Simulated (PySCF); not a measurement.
This PySCF input asks for the NMR shieldings of `CC([Si@H](C#C)F)(C)CS`, C₆H₁₁FSSi; the geometry comes from GFN2-xTB.

```python
import basis_set_exchange as bse
import numpy as np
from pyscf import gto, dft
from pyscf.prop import nmr

atoms = """
C     2.874683   -1.997279   -1.096148
C     2.162205   -1.555648   -0.234447
Si    1.042848   -0.842390    1.047380
F     0.343428   -2.058154    1.847550
C    -0.363080    0.141647    0.185294
C    -1.258984    0.790171    1.244485
C    -1.205243   -0.800723   -0.678735
C     0.279175    1.208583   -0.698999
S    -0.893792    2.265117   -1.630616
H     3.500355   -2.393005   -1.844002
H     1.754347   -0.084608    2.065986
H    -0.711416    1.538655    1.816756
H    -2.119609    1.269908    0.778925
H    -1.633469    0.038165    1.935814
H    -0.587592   -1.305685   -1.419608
H    -1.688705   -1.554509   -0.062063
H    -1.977436   -0.239992   -1.204052
H     0.883533    0.741244   -1.476724
H     0.915754    1.878649   -0.120948
H    -1.322151    2.970531   -0.586065
"""
names = dict.fromkeys(["C", "Si", "F", "S", "H"], "pcSseg-1")
basis = {el: gto.basis.parse(bse.get_basis(n, elements=[el], fmt="nwchem")) for el, n in names.items()}
mol = gto.M(atom=atoms, basis=basis, charge=0, verbose=0)
mf = dft.RKS(mol, xc="PBE0")
mf.grids.level = 2
mf.grids.alignment = dft.numint.BLKSIZE   # the property module wants whole blocks of grid points
mf.conv_tol = 1e-9
mf.kernel()

calc = nmr.RKS(mf)   # GIAO
C = mf.mo_coeff
Co = C[:, mf.mo_occ > 0]
resp = mf.gen_response(singlet=True, hermi=2)
def vind(x):   # induced exchange potential for any number of trial vectors
    d = np.einsum("pi,xij,qj->xpq", C, 2 * x.reshape(-1, C.shape[1], Co.shape[1]), Co, optimize=True)
    return np.einsum("xpq,pi,qj->xij", resp(d - d.transpose(0, 2, 1)), C, Co, optimize=True).ravel()
mo1, _ = nmr.rhf.solve_mo1(calc, with_cphf=vind)
sigma = calc.kernel(mo1)
for i, s in enumerate(sigma):   # ppm
    w = np.linalg.eigvalsh((s + s.T) / 2)
    print("%2d %-2s iso %8.1f  s11 %8.1f  s22 %8.1f  s33 %8.1f" % (i, mol.atom_pure_symbol(i), w.mean(), *w))
```

Problem. Give the expected output.

Solution. 
```
 0 C  iso     81.7  s11     -3.6  s22      0.7  s33    247.9
 1 C  iso    100.2  s11      4.5  s22      7.6  s33    288.5
 2 Si iso    357.8  s11    309.6  s22    362.5  s33    401.2
 3 F  iso    376.3  s11    359.2  s22    376.3  s33    393.5
 4 C  iso    158.7  s11    150.1  s22    155.4  s33    170.5
 5 C  iso    166.1  s11    148.2  s22    160.3  s33    189.7
 6 C  iso    167.2  s11    149.8  s22    162.3  s33    189.5
 7 C  iso    148.2  s11    123.9  s22    150.5  s33    170.1
 8 S  iso    671.6  s11    546.5  s22    613.0  s33    855.3
 9 H  iso     29.7  s11     24.3  s22     24.8  s33     39.9
10 H  iso     26.8  s11     24.0  s22     24.5  s33     32.0
11 H  iso     31.2  s11     27.2  s22     27.5  s33     38.9
12 H  iso     30.4  s11     25.6  s22     30.3  s33     35.2
13 H  iso     30.5  s11     25.7  s22     28.8  s33     37.0
14 H  iso     30.8  s11     25.9  s22     28.7  s33     37.7
15 H  iso     30.8  s11     26.7  s22     28.3  s33     37.2
16 H  iso     29.6  s11     24.1  s22     30.3  s33     34.3
17 H  iso     29.2  s11     21.6  s22     30.2  s33     36.0
18 H  iso     29.1  s11     21.7  s22     30.4  s33     35.1
19 H  iso     30.5  s11     21.9  s22     29.0  s33     40.5
```

These numbers come from an equivalent density-fitted implementation of the same equations, which agrees with the script to about 0.01 ppm for H and up to a few tenths of a ppm for heavy atoms, so last digits may differ.

Problem. Turn these shieldings into chemical shifts. Chemical shifts δ = σref − σ; TMS for $^{13}$C (186.93 ppm) and $^{29}$Si (349.16 ppm) and $^{1}$H (31.72 ppm); CFCl3 for $^{19}$F (170.95 ppm); CS2 for $^{33}$S (503.73 ppm), all at this level.

Solution. Averaging equivalent atoms: C 0: 105.2; C 1: 86.7; C 7: 38.7; C 4: 28.3; C 5: 20.9; C 6: 19.7; Si 2: -8.6; F 3: -205.4; S 8: -168; H 10: 4.89; H 18: 2.63; H 17: 2.47; H 9: 2.06; H 14/15/16: 1.34; H 19: 1.25; H 11/12/13: 1.02 ppm. Unscaled 19F shifts against computed CFCl3 carry errors that often reach 10 to 50 ppm.

Size and cost of the density-fitted run: 222 basis functions, 110 s wall time on 1 thread of an Arm Neoverse N1, shared host; peak memory 1.1 GiB.
